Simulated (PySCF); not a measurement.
In(I)2(OH) (HI₂InO), SMILES [OH][In]([I])[I]. Atoms are numbered in the order given.

```xyz
5

In     0.7212    -0.0080     0.0000
I     -0.5724     2.3519     0.0000
I     -0.5653    -2.3508     0.0000
O      2.7355    -0.0651     0.0000
H      3.0783     0.8519     0.0000
```

Coordinates come from a PBE-D3(BJ)/def2-SVP optimisation. The structure was generated by enumeration; whether it is a known compound was not checked. The def2 effective core potentials stand for the cores of I, In; spin–orbit coupling is left out. One conformer was computed; it need not be the lowest.

Computed with PBE/def2-TZVP run with PySCF.

ESP charges are fitted to the potential on shells at 1.4 to 2.0 van der Waals radii. Atomic charges (e):

```
atom  Mulliken  Löwdin  ESP fit
----  --------  ------  -------
In1       0.72   -0.24     0.46
I2       -0.24    0.16    -0.15
I3       -0.23    0.19    -0.10
O4       -0.56   -0.28    -0.54
H5        0.31    0.17     0.33
```
